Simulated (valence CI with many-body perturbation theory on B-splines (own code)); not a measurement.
**Energy levels of Ba⁴³⁺**

Calculated by valence CI with perturbative core correlation (CI+MBPT): three valence electrons over a frozen Dirac-Fock core [Ne], radial functions for each j: 11 s, 11 p, 10 d, 8 f, 5 g, 2 h, with the one-electron correlation potential Σ1, the two-electron term Σ2, the three-electron term Σ3, Breit, model QED; selected CI, second order for the rest, scaled by the run's own slope (own B-spline code, finite nucleus).

No measured spectrum was set against this ion. As an estimate, large intervals hold to a few tenths of a per cent, small ones and those within an open d or f shell to about a per cent.

Levels 91 to 135 of 156, with energies above the lowest level, (3s^2 3p1/2) J=1/2. "Leading %" is the weight of the configuration and term that name the level; weights of strongly mixed levels are sums over their largest components and can fall short. In the jj column 3d3/2^4 stands for four electrons in 3d with j = 3/2. Lifetimes count E1, E2, E3, M1 and M2 decay at the calculated energies, and are blank where another channel may lead or the interval is too uncertain; long ones can be off by a factor of two.

```
No.  Configuration  Term     J  E (× 10³ cm⁻¹)  Leading %  Lifetime  Second component                 Leading jj
 91         3p 3d2   4P°   1/2          5950.2         48   5.93 ps   28 % 3p 3d2 4D°  3p1/2 3d3/2 3d5/2 (100 %)
 92         3p 3d2   2H°   9/2          5959.6         39   8.53 ps   33 % 3p 3d2 2G°   3p1/2 3d3/2 3d5/2 (93 %)
 93         3p 3d2   4D°   5/2          6071.5         29   2.08 ps   26 % 3p 3d2 4F°   3p1/2 3d3/2 3d5/2 (95 %)
 94         3p 3d2   4D°   7/2          6087.3         39   2.78 ps   17 % 3p 3d2 2F°   3p1/2 3d3/2 3d5/2 (72 %)
 95         3p 3d2   4D°   3/2          6127.3         31   1.97 ps   17 % 3p 3d2 2P°   3p1/2 3d3/2 3d5/2 (92 %)
 96         3p 3d2   2H°   9/2          6173.1         35   7.90 ps   33 % 3p 3d2 4G°       3p1/2 3d5/2^2 (87 %)
 97         3p 3d2   2F°   7/2          6176.0         40   4.27 ps   32 % 3p 3d2 2G°       3p1/2 3d5/2^2 (74 %)
 98         3p 3d2   2F°   5/2          6217.2         39   5.64 ps   26 % 3p 3d2 4D°       3p1/2 3d5/2^2 (92 %)
 99         3p 3d2   4P°   3/2          6218.9         29   4.19 ps   23 % 3p 3d2 2D°       3p1/2 3d5/2^2 (95 %)
100         3p 3d2   2P°   1/2          6391.8         77   3.71 ps   15 % 3p 3d2 4D°       3p1/2 3d5/2^2 (88 %)
101         3p 3d2   4F°   3/2          6572.2         32   1.31 ps   20 % 3p 3d2 4D°       3p3/2 3d3/2^2 (94 %)
102         3p 3d2   4F°   5/2          6608.2         42   1.38 ps   18 % 3p 3d2 2F°       3p3/2 3d3/2^2 (81 %)
103         3p 3d2   4D°   1/2          6621.4         77   1.27 ps   16 % 3p 3d2 2P°       3p3/2 3d3/2^2 (95 %)
104         3p 3d2   4F°   7/2          6627.0         25   1.44 ps   23 % 3p 3d2 2G°       3p3/2 3d3/2^2 (76 %)
105         3p 3d2   4G°   9/2          6661.9         46   2.20 ps   30 % 3p 3d2 4F°   3p3/2 3d3/2 3d5/2 (96 %)
106         3p 3d2   2F°   7/2          6685.5         43   2.04 ps   24 % 3p 3d2 4F°   3p3/2 3d3/2 3d5/2 (93 %)
107         3p 3d2   4G°  11/2          6692.7         83   3.41 ps   17 % 3p 3d2 2H°   3p3/2 3d3/2 3d5/2 (60 %)
108         3p 3d2   4D°   3/2          6720.2         47   1.39 ps   15 % 3p 3d2 2D°       3p3/2 3d3/2^2 (49 %)
109         3p 3d2   4D°   5/2          6744.5         43   2.06 ps   34 % 3p 3d2 4P°   3p3/2 3d3/2 3d5/2 (93 %)
110         3p 3d2   2S°   1/2          6755.0         48   1.73 ps   33 % 3p 3d2 4P°   3p3/2 3d3/2 3d5/2 (95 %)
111         3p 3d2   2F°   5/2          6781.0         54   1.71 ps   34 % 3p 3d2 4D°   3p3/2 3d3/2 3d5/2 (92 %)
112         3p 3d2   4S°   3/2          6789.8         29   1.43 ps   24 % 3p 3d2 4P°   3p3/2 3d3/2 3d5/2 (71 %)
113         3p 3d2   4D°   7/2          6789.9         55   2.13 ps   25 % 3p 3d2 2F°   3p3/2 3d3/2 3d5/2 (83 %)
114         3p 3d2   2D°   5/2          6858.7         46   2.29 ps   38 % 3p 3d2 4P°       3p3/2 3d5/2^2 (60 %)
115         3p 3d2   2G°   7/2          6861.5         41   1.81 ps   26 % 3p 3d2 4D°   3p3/2 3d3/2 3d5/2 (59 %)
116         3p 3d2   2H°  11/2          6883.5         83   3.93 ps   17 % 3p 3d2 4G°       3p3/2 3d5/2^2 (60 %)
117         3p 3d2   2G°   9/2          6885.8         61   2.39 ps   21 % 3p 3d2 2H°       3p3/2 3d5/2^2 (54 %)
118         3p 3d2   2D°   3/2          6903.2         42   1.57 ps   38 % 3p 3d2 2P°   3p3/2 3d3/2 3d5/2 (85 %)
119         3p 3d2   2F°   7/2          6942.9         58   2.56 ps   25 % 3p 3d2 4D°       3p3/2 3d5/2^2 (67 %)
120         3p 3d2   2D°   5/2          6945.2         71   1.62 ps   12 % 3p 3d2 2F°   3p3/2 3d3/2 3d5/2 (59 %)
121         3p 3d2   2G°   9/2          6972.9         69   1.98 ps   29 % 3p 3d2 4F°   3p3/2 3d3/2 3d5/2 (52 %)
122         3p 3d2   2P°   1/2          6974.6         79   1.77 ps   10 % 3p 3d2 4D°       3p3/2 3d5/2^2 (63 %)
123         3p 3d2   2D°   3/2          6999.4         59   1.37 ps   12 % 3p 3d2 4S°   3p3/2 3d3/2 3d5/2 (76 %)
124         3p 3d2   2F°   5/2          7016.2         83   1.73 ps   12 % 3p 3d2 2D°   3p3/2 3d3/2 3d5/2 (88 %)
125         3p 3d2   2P°   1/2          7108.1         89   1.57 ps    6 % 3p 3d2 4D°   3p3/2 3d3/2 3d5/2 (62 %)
126         3p 3d2   2F°   7/2          7132.8         55   2.01 ps   33 % 3p 3d2 2G°       3p3/2 3d5/2^2 (85 %)
127         3p 3d2   2P°   3/2          7134.7         78   2.65 ps    8 % 3p 3d2 2D°       3p3/2 3d5/2^2 (94 %)
128         3p 3d2   2D°   5/2          7147.9         69   2.07 ps   12 % 3p 3d2 2F°       3p3/2 3d5/2^2 (90 %)
129         3p 3d2   2P°   3/2          7255.0         60   1.63 ps   22 % 3p 3d2 2D°       3p3/2 3d5/2^2 (82 %)
130            3d3    4F   3/2          7849.5         65   1.25 ps       27 % 3d3 2D             3d3/2^3 (89 %)
131            3d3    4F   5/2          7971.5         90   1.58 ps        9 % 3d3 2D       3d3/2^2 3d5/2 (96 %)
132            3d3    4F   7/2          8023.4         55   1.74 ps       37 % 3d3 2G       3d3/2^2 3d5/2 (84 %)
133            3d3    4P   3/2          8029.9         43   1.43 ps       31 % 3d3 2P       3d3/2^2 3d5/2 (91 %)
134            3d3    2G   9/2          8031.4         42   1.88 ps       36 % 3d3 2H       3d3/2^2 3d5/2 (95 %)
135            3d3    4P   1/2          8059.8         66   1.44 ps       34 % 3d3 2P       3d3/2^2 3d5/2 (98 %)
```
